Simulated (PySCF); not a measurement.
**One reaction down a group: Al, Ga, In**

The same gas-phase reaction for Al, Ga, In:
- Br2 + 2 AlH → 2 AlBr + H2
- Br2 + 2 GaH → 2 GaBr + H2
- Br2 + 2 InH → 2 InBr + H2

Computed with PySCF and rigid-rotor harmonic-oscillator thermochemistry at 1 bar. † marks an energy on the PBE0/def2-TZVP geometry and frequencies; other levels use their own. All species are closed-shell singlets. In: scalar-relativistic def2 core potential, no spin-orbit coupling. Br, Ga: all electrons, no relativistic terms. GaH, InH: computed as isolated molecules; such fragments, hydroxides, amides, oligomers or adducts are transient or little studied in the gas. The harmonic model lacks anharmonicity and excited electronic states, which grow with temperature; levels with a mode under 35 cm⁻¹ are left out.

ΔH°(298 K) in kJ, by level:

```tsv
level	Al	Ga	In
ωB97M-V/def2-TZVP†	-527.6	-500.6	-504.4
LDA/def2-TZVP†	-525.1	-507.4	-502.3
HF/def2-TZVP†	-514.9	-501.1	-516.8
PBE0/def2-TZVP	-520.9	-504.2	-509.3
PBE0/def2-QZVP†	-517.6	-499.2	-506.0
```

At ωB97M-V/def2-TZVP†, ΔH° is not monotonic: it is lowest for Al and highest for Ga, over a range of 27.0 kJ; the steps are +27.0, -3.8 kJ. 3 of the 5 levels shown give the same order; LDA/def2-TZVP†, HF/def2-TZVP† order the members differently. The levels scatter most for In (14.5 kJ between the highest and the lowest) and least for Ga (8.2 kJ). ΔS°(298 K) runs from -10.8 to -10.3 J/K, so TΔS° at 298 K spreads over 0.1 kJ among the members, against 27.0 kJ for ΔH°.

Free energies at ωB97M-V/def2-TZVP†:

```
member  ΔS°(298 K), J/K  ΔG°(298 K), kJ  ΔG°(1400 K), kJ         ΔG° changes sign
------  ---------------  --------------  ---------------  -----------------------
Al                -10.8            -524             -516  none from 298 to 2500 K
Ga                -10.6            -497             -490  none from 298 to 2500 K
In                -10.3            -501             -493  none from 298 to 2500 K
```

The NASA 1993 table, where it holds all species, gives ΔH°(298 K) = -518 kJ for Al; its entries are part measured, part old estimates, and weren't checked at source. After a fit of one offset per element over all species, the range-separated, M06-2X, PBE0/def2-QZVP and CCSD(T)/def2-TZVPP enthalpies, where run, lie to one side of the table for AlH (-36 kJ/mol), AlBr (-34 kJ/mol): a fault of the table's entry, another state or a shared error of the levels is possible; this was not checked at source.
